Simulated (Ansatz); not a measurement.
Stepwise reaction of `BOCC` with hydrogen chloride, as a gas-phase model of exchange steps in deposition or etching. ΔE in kJ/mol.

Gas-phase electronic energies from Ansatz, PBE0-D4/def2-TZVP geometries. CCSD(T)/CBS adds triple-zeta CCSD(T) − MP2 to the extrapolated MP2 energy (def2 sets, frozen cores). This one scheme is used for every species. Functionals use def2-TZVPP. B3LYP here is the variant with VWN-RPA as its local correlation; programs differ in this. Each species was taken in one conformer, which may not be the lowest.

```tsv
step	reaction	PBE-D4	B3LYP-D4	ωB97M-V	CCSD(T)/CBS
1	`BOCC` + HCl → `CCOBCl` + H₂	-79.6	-74.4	-75.6	-74.1
```

Task: Give the row of step 2, `CCOBCl` + HCl → `CCOB(Cl)Cl` + H₂. (An estimate is asked.)

Result: Ansatz gave: 
| step | reaction | PBE-D4 | B3LYP-D4 | ωB97M-V | CCSD(T)/CBS |
| --- | --- | --- | --- | --- | --- |
| 2 | `CCOBCl` + HCl → `CCOB(Cl)Cl` + H₂ | -63.9 | -58.9 | -60.1 | -58.1 |

Task: By hand: ΔE of the 2 steps together at CCSD(T)/CBS.

Result: (-74.1) + (-58.1) = -132.2 kJ/mol, or -66.1 kJ/mol a step.

In ΔE each step is higher than the one before. All are downhill at CCSD(T)/CBS. PBE-D4 differs from CCSD(T)/CBS by -5.8 to -5.5 kJ/mol a step. Isolated molecules leave out the surface, adducts and barriers. Largest T1 diagnostic: 0.013.
